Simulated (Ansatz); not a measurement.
Steps of a relaxation of C3H6BCl (`B/C=C/CCl`) with RKS PBE0-D4/def2-TZVP.

```sh
$ ansatz run in.yaml --threads 4 --pin off --events-out ev --progress --plain --max-ram 10444MiB
```

```yaml
crystal:
  periodic: [false, false, false]
  atoms:
    - {symbol: B, position_ang: [-0.882978, 1.400965, 1.430778]}
    - {symbol: C, position_ang: [-0.715662, 0.178851, 0.505546]}
    - {symbol: C, position_ang: [0.442542, -0.034065, -0.179288]}
    - {symbol: C, position_ang: [0.720238, -1.205323, -1.061192]}
    - {symbol: Cl, position_ang: [1.226586, -0.640897, -2.707894]}
    - {symbol: H, position_ang: [0.026223, 2.208965, 1.512978]}
    - {symbol: H, position_ang: [-1.896858, 1.575156, 2.081094]}
    - {symbol: H, position_ang: [-1.521961, -0.568560, 0.377625]}
    - {symbol: H, position_ang: [1.267638, 0.696558, -0.087498]}
    - {symbol: H, position_ang: [-0.164271, -1.859074, -1.184387]}
    - {symbol: H, position_ang: [1.563802, -1.809574, -0.667162]}
basis:
  gaussian: {orbitals: def2-TZVP}
hamiltonian: {xc: pbe0, dispersion: d4}
relax: {f_tol: 0.005, max_steps: 150}
```

Positions (Å) and forces (eV/Å) along the path, 11 of 11 steps:

```xyz
11
step=1 energy=-16399.4572 eV
B    -0.883    1.401    1.431    0.042    0.139    0.085
C    -0.716    0.179    0.506    0.481   -0.397   -0.482
C     0.443   -0.034   -0.179   -0.397    0.381    0.395
C     0.720   -1.205   -1.061   -0.022   -0.291    0.035
Cl    1.227   -0.641   -2.708   -0.152   -0.168    0.473
H     0.026    2.209    1.513   -0.352   -0.323   -0.036
H    -1.897    1.575    2.081    0.396   -0.074   -0.262
H    -1.522   -0.569    0.378    0.410    0.372    0.054
H     1.268    0.697   -0.087   -0.450   -0.379   -0.036
H    -0.164   -1.859   -1.184    0.457    0.388    0.020
H     1.564   -1.810   -0.667   -0.414    0.350   -0.246
11
step=2 energy=-16399.5079 eV
B    -0.873    1.389    1.421   -0.015    0.051    0.017
C    -0.710    0.175    0.498    0.071   -0.112   -0.132
C     0.438   -0.029   -0.176   -0.051    0.082    0.126
C     0.714   -1.198   -1.047    0.047   -0.041   -0.126
Cl    1.211   -0.641   -2.685   -0.063   -0.073    0.192
H     0.026    2.185    1.502   -0.095   -0.097   -0.009
H    -1.876    1.563    2.060    0.114   -0.016   -0.062
H    -1.506   -0.564    0.365    0.113    0.111    0.036
H     1.251    0.695   -0.081   -0.117   -0.116   -0.019
H    -0.162   -1.841   -1.173    0.131    0.112    0.033
H     1.553   -1.791   -0.664   -0.135    0.099   -0.056
11
step=3 energy=-16399.5119 eV
B    -0.876    1.390    1.409    0.028   -0.042    0.058
C    -0.708    0.173    0.494    0.005   -0.021    0.022
C     0.440   -0.031   -0.169   -0.022    0.042   -0.032
C     0.713   -1.193   -1.046    0.044    0.003   -0.074
Cl    1.205   -0.638   -2.678   -0.022   -0.012    0.067
H     0.024    2.176    1.495    0.000    0.021   -0.018
H    -1.869    1.561    2.053   -0.017    0.016   -0.016
H    -1.497   -0.568    0.372   -0.024    0.012   -0.023
H     1.249    0.690   -0.074    0.012    0.011   -0.001
H    -0.162   -1.829   -1.169   -0.016   -0.013    0.009
H     1.546   -1.787   -0.667    0.014   -0.016    0.008
11
step=4 energy=-16399.5119 eV
B    -0.876    1.390    1.409    0.027   -0.042    0.058
C    -0.708    0.173    0.494    0.004   -0.018    0.023
C     0.440   -0.031   -0.168   -0.022    0.037   -0.033
C     0.713   -1.194   -1.046    0.040    0.012   -0.069
Cl    1.204   -0.637   -2.678   -0.021   -0.012    0.063
H     0.024    2.175    1.495   -0.001    0.020   -0.018
H    -1.869    1.561    2.053   -0.017    0.016   -0.016
H    -1.497   -0.568    0.371   -0.022    0.011   -0.023
H     1.249    0.690   -0.074    0.014    0.011   -0.001
H    -0.162   -1.829   -1.168   -0.014   -0.016    0.008
H     1.546   -1.787   -0.668    0.013   -0.018    0.010
11
step=5 energy=-16399.5118 eV rejected
B    -0.869    1.380    1.421   -0.046    0.054   -0.099
C    -0.708    0.173    0.494   -0.015    0.006    0.025
C     0.438   -0.028   -0.172    0.020   -0.023    0.016
C     0.715   -1.193   -1.045   -0.005    0.028   -0.057
Cl    1.196   -0.642   -2.678    0.005    0.004   -0.010
H     0.024    2.173    1.495    0.037   -0.001    0.034
H    -1.869    1.563    2.050   -0.004   -0.019    0.042
H    -1.504   -0.558    0.356   -0.014   -0.030    0.012
H     1.248    0.691   -0.074    0.027    0.020    0.009
H    -0.157   -1.833   -1.160   -0.032   -0.024    0.004
H     1.551   -1.781   -0.666    0.028   -0.016    0.023
11
step=6 energy=-16399.5125 eV
B    -0.873    1.386    1.414    0.002   -0.009    0.005
C    -0.708    0.172    0.495    0.007    0.004   -0.001
C     0.438   -0.028   -0.172   -0.012   -0.008    0.001
C     0.714   -1.194   -1.046    0.011    0.004   -0.006
Cl    1.206   -0.638   -2.673    0.003   -0.006   -0.017
H     0.026    2.174    1.497    0.002    0.005   -0.004
H    -1.869    1.561    2.054   -0.004    0.003   -0.001
H    -1.500   -0.565    0.366   -0.003    0.000    0.003
H     1.247    0.695   -0.082    0.001   -0.004    0.012
H    -0.161   -1.831   -1.167   -0.002    0.003    0.007
H     1.546   -1.788   -0.663   -0.004    0.009    0.002
11
step=7 energy=-16399.5125 eV rejected
B    -0.873    1.385    1.416    0.004    0.000    0.000
C    -0.708    0.173    0.495    0.001    0.000   -0.004
C     0.437   -0.027   -0.174   -0.007   -0.002   -0.014
C     0.714   -1.193   -1.049   -0.003    0.003    0.040
Cl    1.206   -0.648   -2.679    0.009    0.018   -0.016
H     0.026    2.173    1.499   -0.001   -0.001   -0.001
H    -1.869    1.560    2.055    0.000    0.001   -0.001
H    -1.502   -0.563    0.364    0.001   -0.002   -0.002
H     1.247    0.693   -0.078    0.002    0.005    0.000
H    -0.161   -1.830   -1.168    0.023   -0.009    0.018
H     1.548   -1.780   -0.660   -0.029   -0.013   -0.021
11
step=8 energy=-16399.5126 eV
B    -0.873    1.386    1.414    0.003   -0.004    0.006
C    -0.709    0.172    0.495    0.000   -0.003    0.001
C     0.438   -0.029   -0.172    0.005    0.002    0.000
C     0.714   -1.194   -1.047   -0.003   -0.002   -0.001
Cl    1.204   -0.638   -2.675    0.001   -0.001   -0.008
H     0.025    2.174    1.495    0.001    0.001   -0.002
H    -1.869    1.563    2.053   -0.002    0.001   -0.002
H    -1.501   -0.565    0.367   -0.002    0.001   -0.003
H     1.248    0.691   -0.077   -0.003    0.000    0.003
H    -0.160   -1.832   -1.167    0.000    0.001    0.004
H     1.548   -1.786   -0.665   -0.001    0.003    0.002
11
step=9 energy=-16399.5127 eV
B    -0.873    1.386    1.414    0.000    0.002    0.003
C    -0.709    0.172    0.495    0.002    0.000   -0.002
C     0.439   -0.030   -0.170   -0.003    0.000    0.003
C     0.715   -1.193   -1.047    0.003   -0.006    0.000
Cl    1.196   -0.638   -2.678    0.002   -0.002    0.002
H     0.028    2.171    1.497   -0.002    0.000    0.001
H    -1.870    1.565    2.050    0.001    0.000   -0.001
H    -1.503   -0.563    0.362   -0.001   -0.002   -0.001
H     1.249    0.690   -0.072    0.001    0.000    0.000
H    -0.158   -1.834   -1.162    0.001    0.000    0.002
H     1.551   -1.783   -0.667   -0.004    0.005   -0.006
11
step=10 energy=-16399.5127 eV
B    -0.873    1.386    1.414    0.000    0.000    0.000
C    -0.709    0.172    0.494    0.000    0.000    0.001
C     0.439   -0.030   -0.170    0.001   -0.004   -0.003
C     0.715   -1.193   -1.047   -0.002    0.006    0.002
Cl    1.195   -0.639   -2.679    0.000   -0.001    0.001
H     0.028    2.171    1.500    0.000    0.000    0.000
H    -1.871    1.566    2.048   -0.001    0.000    0.000
H    -1.503   -0.563    0.361    0.001    0.001    0.000
H     1.249    0.690   -0.072    0.001    0.000    0.000
H    -0.157   -1.835   -1.161   -0.002   -0.002    0.000
H     1.552   -1.782   -0.668    0.003   -0.001    0.000
11
step=11 energy=-16399.5127 eV
B    -0.873    1.386    1.414    0.000    0.000    0.000
C    -0.709    0.172    0.494    0.000    0.001    0.000
C     0.439   -0.030   -0.170    0.000   -0.002   -0.001
C     0.715   -1.193   -1.047   -0.001    0.003    0.001
Cl    1.193   -0.639   -2.679    0.000    0.000    0.001
H     0.028    2.171    1.500    0.000    0.000    0.000
H    -1.872    1.566    2.047   -0.001    0.000    0.000
H    -1.503   -0.562    0.361    0.000    0.000    0.000
H     1.250    0.690   -0.071    0.000    0.000    0.000
H    -0.157   -1.835   -1.160   -0.001   -0.001    0.000
H     1.553   -1.782   -0.669    0.001   -0.001    0.000
```

Run time 27 s (4 threads of an Arm Neoverse V2 on a shared host); peak host memory 0.48 GiB.
